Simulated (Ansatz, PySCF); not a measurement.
Bond stretch in Ga2, triplet.

UKS-PBE = Ansatz (a program for electronic structure) with unrestricted PBE/cc-pVDZ; UKS-PBE0 = unrestricted PBE0/cc-pVDZ run with PySCF 2.14.0; UCCSD(T) = PySCF 2.14.0 with CCSD(T) on UHF/cc-pVDZ, 18 core orbitals frozen.

Energies relative to the lowest point of each curve near equilibrium, in kcal/mol; the last columns give the difference from UCCSD(T):

| R / Å | UKS-PBE | UKS-PBE0 | UCCSD(T) | UKS-PBE − UCCSD(T) | UKS-PBE0 − UCCSD(T) |
|---|---|---|---|---|---|
| 2.17 | 9.9 | 10.9 | 12.7 | -2.8 | -1.8 |
| 2.29 | 3.9 | 5.1 | 5.5 | -1.6 | -0.4 |
| 2.43 | 1.5 | 4.3 | 5.2 | -3.7 | -0.9 |
| 2.53 | 1.5 | 1.5 | 2.0 | -0.4 | -0.4 |
| 2.63 | 0.5 | 0.3 | 0.4 | 0.1 | -0.1 |
| 2.70 | 0.1 | 0.0 | 0.0 | 0.1 | 0.0 |
| 2.77 | 0.0 | 0.2 | 0.1 | -0.1 | 0.1 |
| 2.89 | 0.6 | 1.1 | 1.0 | -0.4 | 0.1 |
| 2.99 | 1.6 | 2.5 | 2.4 | -0.8 | 0.1 |
| 3.09 | 2.9 | 4.1 | 4.0 | -1.1 | 0.1 |
| 3.34 | 6.8 | 8.8 | 9.1 | -2.3 | -0.3 |
| 3.67 | 12.3 | 15.3 | 16.1 | -3.8 | -0.8 |
| 4.09 | 18.7 | 22.9 | 22.2 | -3.6 | 0.6 |
| 4.48 | 23.5 | 27.8 | 25.0 | -1.5 | 2.8 |
| 4.90 | 27.7 | 30.5 | 26.5 | 1.2 | 4.0 |
| 5.34 | 30.9 | 31.8 | 27.3 | 3.7 | 4.6 |
| 5.92 | 33.9 | 32.7 | 27.8 | 6.1 | 4.9 |
| 6.59 | 35.3 | 33.1 | 28.1 | 7.2 | 5.0 |
| 7.32 | 35.7 | 33.3 | 28.2 | 7.5 | 5.1 |
| 8.02 | 35.9 | 33.4 | 28.3 | 7.6 | 5.1 |

UKS-PBE is furthest from UCCSD(T) at 8.02 (7.6 kcal/mol, above); its mean absolute difference over the points is 2.8 kcal/mol.

UKS-PBE0 is furthest from UCCSD(T) at 8.02 (5.1 kcal/mol, above); its mean absolute difference over the points is 1.9 kcal/mol.

The unrestricted determinant behind UCCSD(T) is spin-contaminated at 2.17 to 2.29 Å (<S²> up to 2.3, against 2.00 for a pure triplet).
